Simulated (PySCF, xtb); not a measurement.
B₂H₄O, SMILES BOB.

Coordinates come from a B3LYP-D3(BJ)/def2-TZVP optimisation.

Computed with IEF-PCM-M06-2X/def2-SVP run with PySCF.

The values are the electrostatic part of the solvation free energy, E(continuum) − E(gas) at the gas-phase geometry, in a cavity of scaled van der Waals radii (PySCF's table); cavitation and dispersion terms are not included. In vacuum the orbital gap is 10.61 eV. The dipole moment in vacuum is 0.00 D.

Computed values in water (ε = 78.36), acetone (ε = 20.49), toluene (ε = 2.37):
```csv
solvent,ε,ΔG(elec) (kcal/mol),dipole (D),gap (eV)
water,78.36,-0.3,0.00,10.66
acetone,20.49,-0.3,0.00,10.65
toluene,2.37,-0.2,0.00,10.63
```

For comparison, GFN2-xTB/ALPB(water) (xtb, at the GFN2-xTB geometry, all terms of that model) gives -1.6 kcal/mol.
